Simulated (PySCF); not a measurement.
# Orbital picture of GaN⁻

ωB97X at R = 1.849 Å; Ga aug-cc-pVDZ-PP with ECP10, N aug-cc-pVDZ; scalar-relativistic core potentials (PySCF 2.14). State: ²Π (doublet), unpaired electrons π ↑. Only the outer orbitals are listed, counted within each symmetry, core potentials removing the inner ones.

```json
{"spin": "α", "orbital": "5σ", "occ.": "1", "ε (eV)": "-16.44", "on Ga (%)": "20", "main shells (%)": "79 N s, 15 Ga d"}
{"spin": "α", "orbital": "6σ", "occ.": "1", "ε (eV)": "-6.57", "on Ga (%)": "62", "main shells (%)": "59 Ga s, 31 N p"}
{"spin": "α", "orbital": "3π", "occ.": "1", "ε (eV)": "-4.27", "on Ga (%)": "10", "main shells (%)": "89 N p, 9 Ga p"}
{"spin": "α", "orbital": "3π", "occ.": "1", "ε (eV)": "-3.15", "on Ga (%)": "15", "main shells (%)": "84 N p, 14 Ga p"}
{"spin": "α", "orbital": "7σ", "occ.": "1", "ε (eV)": "-2.51", "on Ga (%)": "49", "main shells (%)": "41 N p, 32 Ga p, 17 Ga s"}
{"spin": "α", "orbital": "4π", "occ.": "0", "ε (eV)": "3.90", "on Ga (%)": "107", "main shells (%)": "108 Ga p"}
{"spin": "α", "orbital": "8σ", "occ.": "0", "ε (eV)": "4.00", "on Ga (%)": "92", "main shells (%)": "81 Ga p, 17 N s, 8 Ga s"}
{"spin": "α", "orbital": "4π", "occ.": "0", "ε (eV)": "4.01", "on Ga (%)": "105", "main shells (%)": "106 Ga p"}
{"spin": "β", "orbital": "5σ", "occ.": "1", "ε (eV)": "-14.77", "on Ga (%)": "15", "main shells (%)": "83 N s"}
{"spin": "β", "orbital": "6σ", "occ.": "1", "ε (eV)": "-6.23", "on Ga (%)": "67", "main shells (%)": "63 Ga s, 24 N p, 9 N s"}
{"spin": "β", "orbital": "3π", "occ.": "1", "ε (eV)": "-2.16", "on Ga (%)": "27", "main shells (%)": "73 N p, 25 Ga p"}
{"spin": "β", "orbital": "7σ", "occ.": "1", "ε (eV)": "-2.08", "on Ga (%)": "47", "main shells (%)": "43 N p, 33 Ga p, 14 Ga s"}
{"spin": "β", "orbital": "3π", "occ.": "0", "ε (eV)": "3.59", "on Ga (%)": "102", "main shells (%)": "102 Ga p"}
{"spin": "β", "orbital": "8σ", "occ.": "0", "ε (eV)": "3.90", "on Ga (%)": "91", "main shells (%)": "83 Ga p, 17 N s"}
{"spin": "β", "orbital": "4π", "occ.": "0", "ε (eV)": "3.91", "on Ga (%)": "104", "main shells (%)": "104 Ga p"}
```

Problem. Which are the highest filled and the lowest empty level, where do they sit, and how wide is the gap?

Solution. Highest filled β 7σ at -2.08 eV (in %: 43 N p, 33 Ga p, 14 Ga s); lowest empty β 3π at 3.59 eV (in %: 102 Ga p); the gap at ωB97X is 5.67 eV. An empty level above zero is unbound, and its energy depends on the basis.

| Quantity | Value |
| --- | --- |
| bond order (Mayer) | 1.76 |
| ⟨S²⟩ | 0.778 |
| charge on Ga (Mulliken, basis-dependent) | 0.11 |
| charge on Ga (Löwdin, basis-dependent) | -0.01 |
| dipole moment (positive dipole points towards N; it is taken about the centre of mass and depends on that origin) | -3.66 D |

Shares are Mulliken populations and can fall outside 0 to 100 %.

Spin–orbit coupling is left out. The state is the lowest determinant that a PBE0 search found; another state may lie lower at other levels.
